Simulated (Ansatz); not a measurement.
Cost and result for the atomization energy of C₂H₅BTe (9 atoms, 9 bonds).

| atom | x (Å) | y (Å) | z (Å) |
| --- | --- | --- | --- |
| B1 | -0.2190 | -0.6648 | 0.2878 |
| C2 | 1.1015 | -0.4441 | -0.4994 |
| Te3 | 0.8138 | 1.3546 | 0.7593 |
| C4 | -1.1521 | 0.5649 | 0.1162 |
| H5 | -0.3413 | -1.4704 | 1.1607 |
| H6 | 1.9901 | -1.0222 | -0.2613 |
| H7 | 1.0960 | -0.0749 | -1.5217 |
| H8 | -1.9614 | 0.7468 | 0.8181 |
| H9 | -1.3278 | 1.0102 | -0.8597 |

Charge 0, multiplicity 1. Correlated methods include outer-core shells of Te, which these sets cover unevenly. Te takes the def2 core potential. The geometry is a stationary point of PBE0-D4/def2-TZVP. Program: Ansatz. All runs use 2 threads of an Arm Neoverse V2 on a shared host. Times are those of one run each, without the atoms' runs, and a repeat can differ threefold. Electronic energies, without spin–orbit coupling; frozen cores. CCSD(T)/CBS adds CCSD(T) − MP2 in def2-TZVPP to the MP2 limit, and its time is that of the two runs behind it. T1 = 0.012. With those shells the extrapolation isn't a true limit. B3LYP takes the VWN-RPA correlation (the form of Gaussian; ORCA's B3LYP/G). HSE06 is the plane-wave form, built on full-range PBE exchange.

CCSD(T)/CBS is a level of theory with its own doubt, some kJ/mol a heavy atom from the limit and from the frozen cores, so smaller differences don't rank the functionals.

| level | functions | wall time |
| --- | --- | --- |
| BLYP-D4/def2-TZVPP | 213 | 3 s |
| CCSD(T)/def2-SVP | 93 | 3.4 s |
| PBE0-D4/def2-TZVPP | 213 | 3.4 s |
| HSE06-D4/def2-TZVPP | 213 | 3.9 s |
| CAM-B3LYP-D4/def2-TZVPP | 213 | 4.1 s |
| B3LYP-D4/def2-TZVPP (with forces) | 213 | 5.5 s |
| r2SCANh-D4/def2-TZVPP | 213 | 6 s |
| r2SCAN-D4/def2-TZVPP (with forces) | 213 | 7 s |
| PBE-QIDH/def2-TZVPP | 213 | 8 s |
| B97M-V/def2-TZVPP | 213 | 12 s |
| MP2/def2-QZVPP | 403 | 28 s |
| CCSD(T)/def2-TZVPP | 213 | 56 s |
| CCSD(T)/CBS(def2) | – | 84 s |

(1) What atomization energy does each give, and how far from CCSD(T)/CBS? (Best estimate.)

Results:

(1) The calculation gave: 
```
                             level  atomization (kJ/mol)  difference from CCSD(T)/CBS  per bond
                BLYP-D4/def2-TZVPP                3305.0                        -18.5      -2.1
                  CCSD(T)/def2-SVP                3132.3                       -191.2     -21.2
                PBE0-D4/def2-TZVPP                3350.1                         26.6       3.0
               HSE06-D4/def2-TZVPP                3352.3                         28.8       3.2
           CAM-B3LYP-D4/def2-TZVPP                3308.1                        -15.4      -1.7
 B3LYP-D4/def2-TZVPP (with forces)                3313.2                        -10.3      -1.1
             r2SCANh-D4/def2-TZVPP                3317.7                         -5.8      -0.6
r2SCAN-D4/def2-TZVPP (with forces)                3334.9                         11.4       1.3
               PBE-QIDH/def2-TZVPP                3323.0                         -0.5      -0.1
                 B97M-V/def2-TZVPP                3329.6                          6.1       0.7
                    MP2/def2-QZVPP                3351.7                         28.2       3.1
                CCSD(T)/def2-TZVPP                3234.9                        -88.6      -9.8
                 CCSD(T)/CBS(def2)                3323.5                          0.0       0.0
```

From BLYP to BHLYP (50 % exact exchange), in def2-TZVPP and without D4, the atomization energy moves by −61.2 kJ/mol: exact exchange takes away binding that semilocal exchange gives to molecules. In def2-TZVPP, CCSD(T) changes the Hartree–Fock value by +805.3 kJ/mol (the triples alone add +61.1 kJ/mol) and MP2 by +870.0 kJ/mol; breaking electron pairs costs correlation energy, which Hartree–Fock lacks. Leaving LDA and LC-ωPBE aside and taking each functional with its dispersion term where it has one, the values, not all of them listed here, spread over 178.2 kJ/mol, from BHLYP-D4 to PBE-D4. LDA lies +418.9 kJ/mol from PBE without D4, its usual overbinding.

Spin–orbit coupling would lower the free Te atoms strongly, and the atomization energy with them, by more than many differences here.
